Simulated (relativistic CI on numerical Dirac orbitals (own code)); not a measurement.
**Sm24+: computed level list**

Computed by Dirac-Coulomb-Breit CI, KLI orbitals optimised for each configuration, model QED (radiative potential, 1s self-energy scaled to tabulated hydrogen-like ionisation energies), unscaled Slater integrals (own radial code, finite nucleus).

CI space (outside the closed core [Ar] 3d10): 4s²4p⁶4d², 4s²4p⁵4d³, 4s²4p⁶4d4f, 4s4p⁶4d³, 4s²4p⁵4d²4f, 4s4p⁶4d²4f, 4s²4p⁶4d5s, 4s²4p⁶4d5p, 4s²4p⁶4f5s, 4s²4p⁶4d5d, 4s²4p⁵4d²5s, 4s²4p⁶5s5p, 4s²4p⁶4d5f, 4s²4p⁶4d5g, 4s²4p⁶4d6s, 4s4p⁶4d²5s, 4s²4p⁶4d6d, 4s²4p⁶4d6g, 4s²4p⁶4f², 4s²4p⁵4f³, 4s4p⁶4f³, 4p⁶4d⁴, 4p⁵4d⁵, 4p⁵4d⁴4f, 4s²4p⁶4f5p, 4s²4p⁵4f²5p, 4s4p⁶4f²5p, 4s²4p⁶5s², 4s²4p⁵4f5s², 4s4p⁶4f5s², 4s²4p⁶5p², 4s²4p⁵4f5p², 4s4p⁶4f5p², 4p⁶4d³5s, 4p⁵4d⁴5s, 4p⁵4d³4f5s, 4s4p⁶4d5s², 4s4p⁵4d4f5s², 4p⁶4d4f5s². Double excitations out of closed p, d and f shells are left out; levels of such configurations are missing from the list, as are those of other unlisted configurations, and high levels can miss mixing partners. These lack a partner that the ground configuration has and come out too high: 4s²4p⁵4d²5s, 4s4p⁶4d²5s.

The lowest level is 4s²4p⁶4d² ³F2, with 82 % of that term; Hund's rules for 4s²4p⁶4d² give ³F with J = 2, in agreement.

```tsv
No.	Configuration	Term	J	E (cm⁻¹)	%	Lifetime (s)	jj configuration (%)
1	4s²4p⁶4d²	³F	2	0	82		4d3/2^2 (95)
2	4s²4p⁶4d²	³P	0	46250	85	6.11e-01	4d3/2^2 (90)
3	4s²4p⁶4d²	³F	3	46839	99	4.58e-04	4d3/2 4d5/2 (99)
4	4s²4p⁶4d²	³P	2	71632	48	6.82e-04	4d3/2 4d5/2 (95)
5	4s²4p⁶4d²	³F	4	73261	62	4.28e-03	4d3/2 4d5/2 (80)
6	4s²4p⁶4d²	³P	1	78300	99	1.47e-03	4d3/2 4d5/2 (99)
7	4s²4p⁶4d²	¹G	4	117932	62	2.93e-04	4d5/2^2 (80)
8	4s²4p⁶4d²	³P	2	129702	50	2.44e-04	4d5/2^2 (98)
9	4s²4p⁶4d²	¹S	0	199049	85	7.47e-05	4d5/2^2 (90)
10	4s²4p⁵4d³	⁵F°	2	898128	34	2.40e-09	4p3/2^3 4d3/2^3 (77)
11	4s²4p⁵4d³	⁵D°	1	902502	47	1.27e-09	4p3/2^3 4d3/2^3 (72)
12	4s²4p⁵4d³	⁵D°	0	913289	87	2.09e-09	4p3/2^3 4d3/2^3 (61)
13	4s²4p⁵4d³	⁵F°	3	918243	47	2.00e-09	4p3/2^3 4d3/2^2 4d5/2 (69)
14	4s²4p⁵4d³	⁵S°	2	935273	54	1.70e-09	4p3/2^3 4d3/2^2 4d5/2 (77)
15	4s²4p⁵4d³	⁵F°	4	936973	46	3.69e-09	4p3/2^3 4d3/2^2 4d5/2 (71)
16	4s²4p⁵4d³	⁵D°	3	939958	31	2.34e-09	4p3/2^3 4d3/2^3 (61)
17	4s²4p⁵4d³	³F°	2	951391	40	1.01e-09	4p3/2^3 4d3/2^2 4d5/2 (85)
18	4s²4p⁵4d³	⁵G°	5	955829	42	2.03e-09	4p3/2^3 4d3/2^2 4d5/2 (63)
19	4s²4p⁵4d³	⁵D°	1	956213	38	2.53e-10	4p3/2^3 4d3/2^2 4d5/2 (84)
20	4s²4p⁵4d³	⁵D°	4	962011	44	2.46e-09	4p3/2^3 4d3/2^2 4d5/2 (72)
21	4s²4p⁵4d³	³G°	3	965574	45	4.59e-10	4p3/2^3 4d3/2^2 4d5/2 (85)
22	4s²4p⁵4d³	⁵G°	6	970565	46	9.26e-03	4p3/2^3 4d3/2^2 4d5/2 (74)
23	4s²4p⁵4d³	³G°	4	982159	37	2.98e-09	4p3/2^3 4d3/2^2 4d5/2 (70)
24	4s²4p⁵4d³	³P°	0	984492	59	7.90e-06	4p3/2^3 4d3/2^2 4d5/2 (59)
25	4s²4p⁵4d³	³D°	3	990973	23	8.80e-10	4p3/2^3 4d3/2^2 4d5/2 (79)
26	4s²4p⁵4d³	³D°	2	991662	21	4.23e-10	4p3/2^3 4d3/2^2 4d5/2 (46)
27	4s²4p⁵4d³	³P°	1	994426	36	2.32e-10	4p3/2^3 4d3/2^2 4d5/2 (75)
28	4s²4p⁵4d³	³D°	2	1000330	33	8.65e-10	4p3/2^3 4d3/2 4d5/2^2 (58)
29	4s²4p⁵4d³	³G°	4	1003446	40	1.24e-09	4p3/2^3 4d3/2^2 4d5/2 (53)
30	4s²4p⁵4d³	⁵F°	5	1006258	40	1.38e-09	4p3/2^3 4d3/2 4d5/2^2 (47)
```

Energies count from the lowest computed level; ° marks odd parity; lifetimes are radiative, by E1, M1, E2, M2, E3 decay to levels of this space only. Filled j subshells are mostly left out of the jj labels.

The mean weight of the leading LS term, summed over parents, in these 30 levels is 52 %, and that of the leading jj configuration (from the same eigenvectors) 75 %, so jj coupling describes them better and the LS labels are nominal.

At this charge energies of transitions that change n are usually good to better than 1 %, and those within a shell (Δn = 0) to a few per cent. Terms inside the open d or f shell come out 10 to 20 % too wide with unscaled integrals.

LS names give the leading component of a level, which can be under half, so a name can repeat, a term be missing and a line seem to break the LS rules.
